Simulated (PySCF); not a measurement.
# What a mistake does to a calculation on AlB2H6Si

Calculated results; nothing here was measured. They come from PySCF 2.14.0, an open-source quantum chemistry program, on an isolated molecule that a program drew, which may never have been made. The molecule is AlB2H6Si (charge 0, doublet), drawn as the SMILES string `[BH][B]([AlH2])[SiH3]`.

Each row is a Hartree-Fock (HF) and frozen-core CCSD(T) single point in the cc-pV(D+d)Z basis, meant for a local HF minimum. Run 1 is clean. Each other run has one planted mistake out of seven kinds, and not every kind appears here: one electron removed, one electron added, multiplicity raised by two, geometry at a saddle point, minimal basis STO-3G, one bond length entered in bohr, all coordinates scaled. The reference is restricted for singlets and unrestricted otherwise, and also for a bond in bohr. Adding or removing an electron swaps singlet and doublet. Electrons count all cores. HOMO and LUMO are orbital energies over both spins, the gradient is its largest component, and the lowest frequency (negative if imaginary) is given only where the gradient is small. Bond lengths are over the 9 bonds as drawn. T1 is the CCSD diagnostic: over 0.02 (restricted) or 0.045 (unrestricted) a single reference is doubtful.

Geometry of the clean run:
```xyz
10
AlB2H6Si, angstrom
B     1.3825   -1.1433   -0.2308
B     0.1642   -0.1903   -0.2867
Al   -1.5280   -0.8600   -1.3985
Si    0.1091    1.6194    0.6287
H     2.2881   -1.9047   -0.2173
H    -2.6877   -1.6827   -0.6981
H    -1.6783   -0.5144   -2.9380
H     1.3498    1.9640    1.3670
H    -0.1249    2.6879   -0.3770
H    -1.0155    1.6608    1.5990
```

| run | electrons | basis functions | <S^2> | HOMO (eV) | LUMO (eV) | gradient (hartree/bohr) | lowest frequency (cm^-1) | mean bond (Å) | longest bond (Å) | T1 | HF (hartree) | CCSD(T) (hartree) | mistake |
|---|---|---|---|---|---|---|---|---|---|---|---|---|---|
| 1 | 43 | 104 | 0.758 | -8.91 | 0.60 | 2.1e-05 | 40 | 1.6132 | 2.133 | 0.0208 | -583.62258 | -584.01600 | no fault |
| 2 | 43 | 104 | 3.772 | -6.36 | -1.26 | 4.8e-02 | - | 1.6132 | 2.133 | 0.0334 | -583.51104 | -583.89125 | multiplicity raised by two |
| 3 | 43 | 104 | 1.696 | -8.03 | 0.58 | 1.8e-02 | - | 1.8240 | 4.030 | 0.0243 | -583.54164 | -583.90759 | one bond length entered in bohr |
| 4 | 42 | 104 | 0.000 | -15.62 | -6.60 | 3.9e-02 | - | 1.6132 | 2.133 | 0.0226 | -583.33902 | -583.71311 | one electron removed |
| 5 | 44 | 104 | 0.000 | -1.58 | 5.20 | 3.2e-02 | - | 1.6132 | 2.133 | 0.0205 | -583.63707 | -584.07476 | one electron added |
| 6 | 43 | 34 | 0.758 | -6.52 | 5.67 | 4.3e-02 | - | 1.6132 | 2.133 | 0.0235 | -576.73001 | -576.92758 | ? |

**Which mistake was planted in run 6, and what did it cost?**

It has 34 basis functions where the clean run has 104, with the same electrons and geometry. So the mistake is: minimal basis STO-3G. Subtracting run 1 and multiplying by 627.51 kcal/mol a hartree, the energy moved by 4325.2 kcal/mol in HF and 4448.1 kcal/mol in CCSD(T).

Cautions from the logs. Run 4: T1 is over the limit, so its CCSD(T) energy is less reliable; run 5: T1 is over the limit, so its CCSD(T) energy is less reliable.
